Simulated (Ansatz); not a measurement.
Input file for Ansatz (a quantum-chemistry and plane-wave program): R-wB97M-V/def2-TZVPP on C2H4 (SMILES C=C).

Ansatz 0.2 input:
```yaml
crystal:
  periodic: [false, false, false]
  atoms:
    - {symbol: C, position_ang: [-0.00000000, 0.00000000, 0.66230427]}
    - {symbol: C, position_ang: [-0.00000000, 0.00000000, -0.66230427]}
    - {symbol: H, position_ang: [-0.00000000, 0.92144838, 1.23203051]}
    - {symbol: H, position_ang: [0.00000000, -0.92144838, 1.23203051]}
    - {symbol: H, position_ang: [0.00000000, 0.92144838, -1.23203051]}
    - {symbol: H, position_ang: [-0.00000000, -0.92144838, -1.23203051]}
basis:
  gaussian:
    orbitals: def2-TZVPP
hamiltonian:
  xc: {name: wB97M-V}
scf: {lower_state_search: off}
```

Program output:

```
WARN ansatz: RAYON_NUM_THREADS=4 ignored (pool sized by the plan → 4); use --threads N
Functional definition: wB97M-V
these checks for a lower state are left out or cut short: stability, starts, cluster_reference, orbital_swaps, neighbouring_geometries, increment
integrals: 0.03 GiB planned
596 factors; their error is unknown
integrals: 0.07 GiB planned
162 factors; integrals over basis functions are off by at most 1.3e-5 eV
mean field: 0.42 GiB planned
mean field evaluation 1: about -2135.3420 eV, gradient 3.4e1 eV
mean field evaluation 2: about -2136.7677 eV, gradient 2.3e1 eV
mean field evaluation 4: about -2137.9477 eV, gradient 1.0e-1 eV
mean field evaluation 8: about -2137.9464 eV, gradient 4.8e-2 eV
mean field evaluation 16: about -2137.9464 eV, gradient 6.7e-6 eV
mean field -2137.94642472 eV, -78.5680819564 hartree, gradient 6.1e-6 eV, S^2 0.000000; 0 other end points of the search recorded, 0 dependent functions left out
reference -2137.94646079 eV, -78.5680832819 hartree; 8, 8 occupied and 110, 110 virtual orbitals, 596 factors
Total energy: -2137.94646079 eV, -78.5680832819 hartree
Checks for a lower state left out: stability, starts, cluster_reference, orbital_swaps, neighbouring_geometries, increment
```

Self-consistency was reached.

Cost: very roughly 2.0 core-seconds.
